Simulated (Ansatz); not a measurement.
Geometry optimisation, DFT PBE, scalar-relativistic, plane waves, PAW (Ansatz).

The input (input.yaml):

```yaml
crystal:
  lattice:
    - [7.006796, 0.0, 0.0]
    - [0.0, 7.006796, 0.0]
    - [0.0, 0.0, 7.006796]
  atoms:
    - { symbol: O, position: [0.1004346, 0.4572076, 0.4932147] }
    - { symbol: H, position: [0.0723683, 0.5212535, 0.3739731] }
    - { symbol: H, position: [0.0477344, 0.3305334, 0.4763479] }
    - { symbol: O, position: [0.6678178, 0.7989932, 0.2198976] }
    - { symbol: H, position: [0.5944145, 0.6825366, 0.2324661] }
    - { symbol: H, position: [0.6578104, 0.8584213, 0.3443013] }
    - { symbol: O, position: [0.7383907, 0.3965157, 0.3175971] }
    - { symbol: H, position: [0.7888979, 0.4965285, 0.2366366] }
    - { symbol: H, position: [0.7137895, 0.2921239, 0.230389] }
    - { symbol: O, position: [0.2477392, 0.8332937, 0.0037408] }
    - { symbol: H, position: [0.156056, 0.9361367, -0.0074679] }
    - { symbol: H, position: [0.3448341, 0.8840879, 0.0880064] }
    - { symbol: O, position: [0.6595383, 0.7133076, 0.8584887] }
    - { symbol: H, position: [0.5787233, 0.6026799, 0.8400877] }
    - { symbol: H, position: [0.5791076, 0.8198284, 0.8225393] }
    - { symbol: O, position: [0.2800781, 0.8856207, 0.6047201] }
    - { symbol: H, position: [0.1537149, 0.8678654, 0.5515671] }
    - { symbol: H, position: [0.2968337, 0.7767426, 0.6882243] }
    - { symbol: O, position: [0.7061426, 0.0574011, 0.6825652] }
    - { symbol: H, position: [0.6317202, 0.1474076, 0.6086173] }
    - { symbol: H, position: [0.6692913, -0.0658972, 0.632091] }
    - { symbol: O, position: [0.0921282, 0.280262, 0.1397862] }
    - { symbol: H, position: [0.0981979, 0.3940265, 0.0614987] }
    - { symbol: H, position: [0.112786, 0.1769473, 0.0503017] }
    - { symbol: O, position: [0.4401105, 0.2011067, 0.8530697] }
    - { symbol: H, position: [0.4430512, 0.2239647, 0.9893672] }
    - { symbol: H, position: [0.5273718, 0.2951013, 0.8015077] }
    - { symbol: O, position: [0.0237905, 0.143965, 0.7745456] }
    - { symbol: H, position: [-0.0567433, 0.101467, 0.8785474] }
    - { symbol: H, position: [0.1384645, 0.0679276, 0.7878247] }
    - { symbol: Li, position: [0.4021546, 0.1062286, 0.3492012] }
    - { symbol: O, position: [0.4328399, 0.5804354, 0.4387259] }
    - { symbol: H, position: [0.36624, 0.5426447, 0.5556071] }
basis:
  ecutwfc: 420.0
kpoints:
  mp_grid: { grid: [1, 1, 1] }
hamiltonian:
  xc: pbe
scf:
  occupations: { method: fermi_dirac, width: 0.05 }
  lower_state_search: "off"
relax:
  f_tol: 0.3
  max_steps: 15
  adjacent_minimum: "off"
output:
  write_density: true
  write_potential: true
  elf: true
  volumetric_format: npy
```

Command:

```bash
$ ansatz run input.yaml --threads 1 --pin off --max-ram 3072MiB --backend cpu --events-out ev --progress --plain --runs-dir out
```

Problem. Where does it end, and by what steps?

Solution. The run ended unconverged. Limits of this set-up: coarse k mesh. After 14 steps the energy has fallen by 10.228 eV; O25 moved furthest, 1.45 Å. Joined: O1–Li31, O22–Li31.

| step | energy less start (eV) | largest force component (eV/Å) | accepted |
| --- | --- | --- | --- |
| 0 | 0.0000 | 1.638 | yes |
| 1 | -1.9236 | 2.096 | yes |
| 2 | -3.3069 | 2.960 | yes |
| 3 | -4.6680 | 2.821 | yes |
| 4 | -5.8435 | 1.797 | yes |
| 5 | -6.8214 | 1.031 | yes |
| 6 | -7.6566 | 1.397 | yes |
| 7 | -8.2470 | 1.137 | yes |
| 8 | -8.7019 | 0.966 | yes |
| 9 | -9.1547 | 0.790 | yes |
| 10 | -9.4736 | 0.821 | yes |
| 11 | -9.6795 | 1.537 | yes |
| 12 | -9.9018 | 0.966 | yes |
| 13 | -10.0737 | 0.710 | yes |
| 14 | -10.2280 | 0.432 | yes |

```xyz
33
Lattice="7.0068 0.0000 0.0000 0.0000 7.0068 0.0000 0.0000 0.0000 7.0068" Properties=species:S:1:pos:R:3
O 0.526 3.123 2.975
H 0.673 3.833 2.306
H -0.419 2.858 2.801
O 3.918 5.162 1.732
H 3.409 5.029 2.642
H 4.477 5.942 1.925
O 4.991 2.594 2.090
H 4.681 3.536 1.970
H 4.978 2.273 1.153
O 1.301 4.722 0.736
H 0.956 5.436 0.142
H 2.186 5.068 1.006
O 4.496 4.656 5.702
H 3.690 4.764 5.056
H 4.201 4.910 6.598
O 1.449 7.073 3.484
H 0.495 6.850 3.493
H 1.958 6.126 3.665
O 5.537 -0.021 4.648
H 4.975 0.687 5.054
H 5.175 -0.878 5.011
O 1.885 2.001 0.593
H 1.568 2.924 0.420
H 1.322 1.372 0.039
O 4.392 1.942 6.315
H 3.458 1.936 6.667
H 4.487 2.882 5.977
O 0.731 0.092 6.193
H -0.178 0.125 5.766
H 1.283 0.099 5.369
Li 1.737 1.660 2.516
O 2.664 4.951 3.924
H 2.023 4.221 3.988
```

Time of the run: 46 s on 1 thread of Arm Neoverse V1 (shared host), peak memory 0.38 GiB.
